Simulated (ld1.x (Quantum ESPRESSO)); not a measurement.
**nickel (Ni): ultrasoft pseudisation with LDA (PZ), fully relativistic reference atom.**

- Element: nickel
- Generator: ld1.x (Quantum ESPRESSO) 7.5
- Type: ultrasoft
- Functional: LDA (PZ)
- Relativity: fully relativistic
- Frozen core: [Ar]
- Valence charge: 10
- Reference configuration: 3d8.5 4s1.5 4p0
- Partial waves: 4s (bound): rcut 1.70, rcutus 2.00 bohr; 4s channel at 0.3 Ry: rcut 1.70, rcutus 2.00 bohr; 4p (bound, empty): rcut 1.90, rcutus 2.40 bohr; 4p channel at 0.2 Ry: rcut 1.90, rcutus 2.40 bohr; 3d (bound): rcut 1.35, rcutus 1.40 bohr; 3d channel at 0.05 Ry: rcut 1.35, rcutus 1.40 bohr
- Local potential: all-electron potential smoothed inside 1.75 bohr (lloc = -1)
- Core correction: none
- Augmentation charge: PSQ, inside the norm-conserving radii

Open shells are filled in proportion to 2j + 1 (rel_dist='average').

- Cutoffs needed: 55 Ry and 90 Ry (the cutoffs (Ry, on a coarse ladder) from which the occupation-weighted sum of valence levels, in a spherical-Bessel basis at the reference potential, stays within 10 and 1 mRy of its value at 400 Ry)
- Ghost test: no extra level below or beside the all-electron valence levels (s, p1/2, p3/2, d3/2, d5/2, f tested) (spherical-Bessel basis up to 400 Ry, 20 bohr box)
- Configuration tests: 1 of 7 tests not solved or not reliable; not counted: 3d6 4s0 4p0 (solver errors, printed error -523 eV)
- Lowest eigenvalue of the overlap operator: 0.44 (s channel)
- Density cutoff estimated by the generator: 274 Ry
